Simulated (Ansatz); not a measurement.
Reaction (substitution at a C–O bond): `OC(O)(O)[SiH3]` + H–F → `OC(O)(F)[SiH3]` + H₂O

Calculated with Ansatz (gas phase, PBE0-D4/def2-TZVP geometries, no zero-point term in ΔE). CCSD(T)/CBS adds triple-zeta CCSD(T) − MP2 to the extrapolated MP2 energy (def2 sets, frozen cores). This one scheme is used for every species. DFT in def2-TZVPP. B3LYP here is the variant with VWN-RPA as its local correlation; programs differ in this. One conformer a species, not always the lowest.

(1) Is it downhill or uphill in electronic energy at CCSD(T)/CBS, and by how much? (Estimate.)

(2) What do these levels give: r2SCAN-D4, B3LYP-D4, B2PLYP, PBE, PBE0, B3LYP, MP2/def2-TZVPP, SCS-MP2/def2-TZVPP, CCSD(T)/def2-TZVPP, SCS-MP2/def2-QZVPP, HF/CBS(def2), CCSD/CBS(def2)? (An estimate is asked.)

Largest T1 diagnostic among the species: 0.013.

## Answers

(1) Ansatz gave: Nearly level: ΔE = -0.1 kJ/mol.

(2) Ansatz gave: r2SCAN-D4 -6.7, B3LYP-D4 -5.5, B2PLYP -5.2, PBE -6.1, PBE0 -4.6, B3LYP -9.2, MP2/def2-TZVPP 3.4, SCS-MP2/def2-TZVPP -0.3, CCSD(T)/def2-TZVPP -0.3, SCS-MP2/def2-QZVPP -0.2, HF/CBS(def2) -12.3, CCSD/CBS(def2) -1.5 kJ/mol.

In def2-TZVPP, CCSD(T) changes the Hartree–Fock value by +11.5 kJ/mol (the triples alone add +1.4 kJ/mol) and MP2 by +15.3 kJ/mol. The D4 term adds +3.7 kJ/mol with B3LYP and +2.0 kJ/mol with PBE0; it sums over pairs of atoms, weighted by their polarisabilities, and B3LYP, whose exchange is more repulsive, gets the larger term.
